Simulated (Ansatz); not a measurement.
Mulliken charges of `[F][GeH]1[CH2][GaH]1` from PBE/def2-TZVPP in Ansatz (PBE0-D4/def2-TZVP geometry).

| atom | x (Å) | y (Å) | z (Å) | charge (e) |
| --- | --- | --- | --- | --- |
| F1 | -1.843 | 1.671 | -0.135 | -0.346 |
| Ge2 | -0.681 | 0.541 | -0.803 | 0.355 |
| C3 | 0.798 | 0.204 | 0.487 | -0.389 |
| Ga4 | -0.125 | -1.543 | 0.215 | 0.162 |
| H5 | -0.281 | 1.108 | -2.180 | -0.028 |
| H6 | 0.546 | 0.578 | 1.487 | 0.111 |
| H7 | 1.838 | 0.430 | 0.260 | 0.119 |
| H8 | -0.160 | -3.046 | 0.614 | 0.016 |

**Question.** By hand: the dipole of these point charges (1 e Å = 4.8032 D).

**Answer.** Σ q r = (0.350, -0.680, -0.126) e Å, of length 0.775 e Å = 3.72 D.

**Question.** How does the dipole of the full density compare? (An estimate is asked.)

**Answer.** The calculation gave: (0.383, -0.453, 0.021) e Å, 2.85 D; the point charges give 1.31 times that, at 17° from its direction.

Point charges leave out the atoms' own dipoles, such as those of lone pairs, and Mulliken's split depends on the basis, so the two needn't agree.
